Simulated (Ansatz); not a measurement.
SnC₄F₁₂⁺, that is Sn(CF3)4 with one electron fewer. Total charge 1; doublet. Geometry r2SCAN-D4/def2-SVP; atoms count from 1.

Cartesian coordinates in Å:
```
Sn 0.1868 -0.5797 0.1095
C -0.3389 -1.2328 -1.9822
F -1.3711 -0.4851 -2.3690
F -0.6832 -2.5087 -1.9841
F 0.6857 -1.0338 -2.7938
C 2.2839 0.1040 0.5834
F 3.1395 -0.8846 0.3962
F 2.3423 0.5311 1.8333
F 2.5584 1.1069 -0.2483
C -1.3438 -0.8150 1.7469
F -2.5388 -0.9845 1.2005
F -1.3336 0.3058 2.4643
F -1.0414 -1.8469 2.5142
C -0.5674 1.8602 -0.3292
F -0.1040 2.1286 -1.5084
F -0.0145 2.5349 0.6293
F -1.8598 1.7995 -0.2626
```

In the def2 sets Sn takes a core potential; there is no spin–orbit coupling.

Question: Estimate the Mulliken populations from the PBE0/def2-SVP orbitals of Ansatz.

Answer: 
```csv
atom,charge (e),spin (α − β)
Sn1,0.79,0.20
C2,0.39,0.00
F3,-0.14,0.00
F4,-0.12,0.01
F5,-0.12,0.00
C6,0.39,0.00
F7,-0.12,0.01
F8,-0.12,0.00
F9,-0.14,0.00
C10,0.39,0.00
F11,-0.13,0.00
F12,-0.14,0.00
F13,-0.12,0.01
C14,0.40,0.53
F15,-0.06,0.08
F16,-0.06,0.08
F17,-0.06,0.08
```
Mulliken values depend strongly on the basis.

Question: Where does the spin sit?

Answer: Summed by element: Sn 0.20, C 0.54, F 0.26, of 1 unpaired in all. Largest on single atoms: C14 0.53, Sn1 0.20, F17 0.08.

Question: And the Mayer bond orders between heavy atoms (over 0.3)?

Answer: Sn1–C2 0.82 (2.25 Å); Sn1–C6 0.81 (2.26 Å); Sn1–C10 0.81 (2.25 Å); Sn1–C14 0.36 (2.59 Å); C2–F3 1.08 (1.33 Å); C2–F4 1.11 (1.32 Å); C2–F5 1.10 (1.32 Å); C6–F7 1.11 (1.32 Å); C6–F8 1.10 (1.32 Å); C6–F9 1.08 (1.33 Å); C10–F11 1.09 (1.32 Å); C10–F12 1.08 (1.33 Å); C10–F13 1.11 (1.32 Å); C14–F15 1.20 (1.30 Å); C14–F16 1.19 (1.30 Å); C14–F17 1.19 (1.30 Å).
